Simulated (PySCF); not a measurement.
## SMILES C=C[SiH2][C@H]1SC[C@@H]1F, C₅H₉FSSi

Molfile (atoms numbered from 1):
```
C5H9FSSi
     RDKit          3D

 17 17  0  0  0  0  0  0  0  0999 V2000
    2.8786   -0.1739    0.3580 C   0  0  0  0  0  0  0  0  0  0  0  0
    2.4167   -0.1336   -0.8838 C   0  0  0  0  0  0  0  0  0  0  0  0
    0.6089    0.0323   -1.3663 Si  0  0  0  0  0  4  0  0  0  0  0  0
   -0.4878   -0.3439    0.1459 C   0  0  1  0  0  0  0  0  0  0  0  0
   -0.4081    0.8725    1.5342 S   0  0  0  0  0  0  0  0  0  0  0  0
   -2.2040    0.5947    1.3359 C   0  0  0  0  0  0  0  0  0  0  0  0
   -1.9863   -0.1018   -0.0006 C   0  0  2  0  0  0  0  0  0  0  0  0
   -2.7198   -1.2547   -0.1504 F   0  0  0  0  0  0  0  0  0  0  0  0
    3.9312   -0.2601    0.5810 H   0  0  0  0  0  0  0  0  0  0  0  0
    2.2216   -0.1161    1.2114 H   0  0  0  0  0  0  0  0  0  0  0  0
    3.1267   -0.1844   -1.7008 H   0  0  0  0  0  0  0  0  0  0  0  0
    0.2936    1.3981   -1.8017 H   0  0  0  0  0  0  0  0  0  0  0  0
    0.2370   -0.9403   -2.4002 H   0  0  0  0  0  0  0  0  0  0  0  0
   -0.3101   -1.3354    0.5644 H   0  0  0  0  0  0  0  0  0  0  0  0
   -2.5756   -0.0831    2.1031 H   0  0  0  0  0  0  0  0  0  0  0  0
   -2.7911    1.5092    1.3170 H   0  0  0  0  0  0  0  0  0  0  0  0
   -2.2386    0.5324   -0.8572 H   0  0  0  0  0  0  0  0  0  0  0  0
  1  2  2  0
  2  3  1  0
  3  4  1  0
  4  5  1  0
  5  6  1  0
  6  7  1  0
  7  8  1  0
  7  4  1  0
  1  9  1  0
  1 10  1  0
  2 11  1  0
  3 12  1  0
  3 13  1  0
  4 14  1  1
  6 15  1  0
  6 16  1  0
  7 17  1  6
M  END
```

Level of theory: TDDFT B3LYP/def2-SVPD circular dichroism and optical rotation, one conformer, gas phase (PySCF). Geometry: GFN2-xTB.

The molecule is flexible and this is one conformer; a measurement averages over conformers. States above about 6.4 eV (minus the energy of the highest occupied orbital) lie near or above the ionisation threshold and depend on the basis.

Assign R or S to each stereocentre.

C4 S, C7 S.

Which excitations and rotatory strengths does the calculation give?

Rotatory strengths R in 10⁻⁴⁰ esu² cm², velocity form and length form (origin at the centre of mass); f in length form.
| state | E (eV) | λ (nm) | f | R (velocity) | R (length) | main |
| --- | --- | --- | --- | --- | --- | --- |
| 1 | 4.55 | 273 | 0.001 | -2.4 | -2.3 | HOMO→LUMO+1 0.69, HOMO→LUMO 0.29 |
| 2 | 4.84 | 256 | 0.0004 | +1.5 | +1.3 | HOMO→LUMO 0.71, HOMO→LUMO+1 0.29 |
| 3 | 5.46 | 227 | 0.014 | -2.6 | -2.9 | HOMO→LUMO+2 0.93 |
| 4 | 5.83 | 213 | 0.010 | +23.9 | +24.1 | HOMO→LUMO+3 0.95 |
| 5 | 6.27 | 198 | 0.015 | +18.5 | +16.3 | HOMO→LUMO+5 0.72, HOMO→LUMO+4 0.25 |
| 6 | 6.43 | 193 | 0.009 | -0.9 | -0.8 | HOMO→LUMO+4 0.66, HOMO→LUMO+5 0.25 |
| 7 | 6.51 | 191 | 0.002 | -9.3 | -9.5 | HOMO−2→LUMO 0.64, HOMO−3→LUMO 0.15 |
| 8 | 6.62 | 187 | 0.021 | +19.9 | +22.7 | HOMO−1→LUMO+1 0.68, HOMO−1→LUMO 0.22 |

Among the states computed, the strongest CD band (largest |R|) is state 4. The largest dissymmetry factor in size, g = 4R/(D+G), with D and G the electric and magnetic dipole strengths, is -0.043 for state 7 (velocity form, f = 0.002), among bands with |R| over 0.5. The mirror image has the same energies and oscillator strengths and all R with the opposite sign.
